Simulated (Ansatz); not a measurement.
Stepwise reaction of `O[SiH2]S[SiH2]Cl` with water, as a gas-phase model of exchange steps in deposition or etching. ΔE in kJ/mol.

Calculated with Ansatz (gas phase, PBE0-D4/def2-TZVP geometries, no zero-point term in ΔE). CCSD(T)/CBS is the MP2 limit (def2-TZVPP, def2-QZVPP) plus CCSD(T) − MP2 in def2-TZVPP, frozen cores. This one scheme is used for every species. Functionals use def2-TZVPP. B3LYP here is the variant with VWN-RPA as its local correlation; programs differ in this. Each species was taken in one conformer, which may not be the lowest.

```json
{"step": "1", "reaction": "`O[SiH2]S[SiH2]Cl` + H₂O → `O[SiH](O)S[SiH2]Cl` + H₂", "PBE-D4": "-85.5", "B3LYP-D4": "-90.6", "ωB97M-V": "-91.8", "CCSD(T)/CBS": "-89.1"}
```

Give the row of step 2, `O[SiH](O)S[SiH2]Cl` + H₂O → `O[SiH](O)S[SiH](O)Cl` + H₂. (An estimate is asked.)

Ansatz gave: 
```
step                                                  reaction  PBE-D4  B3LYP-D4  ωB97M-V  CCSD(T)/CBS
   2  `O[SiH](O)S[SiH2]Cl` + H₂O → `O[SiH](O)S[SiH](O)Cl` + H₂   -86.4     -92.5    -91.9        -87.9
```

By hand: ΔE of the 2 steps together at CCSD(T)/CBS.

(-89.1) + (-87.9) = -177.0 kJ/mol, or -88.5 kJ/mol a step.

In ΔE the steps differ by no more than 1.2 kJ/mol. All are downhill at CCSD(T)/CBS. PBE-D4 differs from CCSD(T)/CBS by 1.5 to 3.6 kJ/mol a step. Isolated molecules leave out the surface, adducts and barriers. Largest T1 diagnostic: 0.012.
